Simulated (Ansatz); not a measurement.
Species: sum formula SiNHBr$_{3}$, charge 0, multiplicity 2. It need not be the lowest isomer of its formula. 
Structure (B3LYP-D3(BJ)/def2-TZVP (Ansatz, a program for electronic structure) minimum search):
```
Si
N 1 1.7284
H 2 1.0240 1 112.65
Br 1 2.2021 2 109.28 3 167.02
Br 1 2.2183 2 105.91 3 -74.35
Br 1 2.2203 2 111.74 3 46.13
```
Charge 0, spin multiplicity 2.

Property: atomisation energy (electronic, to ground-state atoms), in kcal/mol. Correlated levels leave the core frozen unless marked. UHF or UKS for open shells. Spin-orbit coupling is left out. The frozen core is the preceding noble-gas configuration, with the filled d and f shells of earlier blocks. No relativistic terms. The coupled-cluster limit lacks core correlation, which all-electron functionals hold. CBS(X,Y): correlation extrapolated as X^-3; Hartree-Fock from the larger set. The bracket is a focal-point correction in the basis named.

| level | program | atomisation energy (kcal/mol) | minus last row |
|---|---|---|---|
| PBE-D4/def2-TZVPD | Ansatz + dftd4 | 423.7 | 18.4 |
| B3LYP/def2-TZVPD | Ansatz | 393.6 | -11.7 |
| CAM-B3LYP-D3(BJ)/def2-TZVPD | Ansatz + dftd3 | 402.6 | -2.7 |
| LC-wPBE-D4/def2-TZVPD | Ansatz + dftd4 | 407.3 | 2.0 |
| MP2/def2-SVP | Ansatz | 367.9 | -37.4 |
| SCS-MP2/def2-TZVPP | Ansatz | 392.3 | -13.0 |
| RI-MP2/CBS(def2-TZVPP,def2-QZVPP)+[CCSD(T)-MP2]/def2-TZVPP | Ansatz | 405.3 | 0.0 |
